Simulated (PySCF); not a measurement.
**Working out the excitation energy of Br**

Br [Ar] 3d10 4s2 4p5 (2P) → Br [Ar] 3d10 4s1 4p6 (2S). All numbers are calculated (PySCF 2.14, scalar relativity through the core potential, in aug-cc-pVTZ-PP with ECP10MDF (6s5p4d2f, 55 functions)). Frozen: 3s2 3p6 3d10. Energies in hartree (1 hartree = 27.21139 eV):

```
             part   Br (lower)   Br (upper)
              UHF  -415.491803  -414.935993
MP2 opposite-spin    -0.106006    -0.173851
    MP2 same-spin    -0.031085    -0.038995
```

Question: What does Hartree-Fock give?

Answer: (-414.935993) − (-415.491803) = 0.555810 hartree = 15.124 eV.

Question: What do MP2 and SCS-MP2 (6/5 opposite-spin, 1/3 same-spin) give?

Answer: The opposite-spin parts differ by -1.846 eV and the same-spin parts by -0.215 eV. MP2: 15.124 + (-1.846) + (-0.215) = 13.063 eV. SCS-MP2: 15.124 + 1.2 × (-1.846) + (-0.215)/3 = 12.837 eV.

The upper state lies above the first ionisation limit, where it may autoionise and the basis confines it.
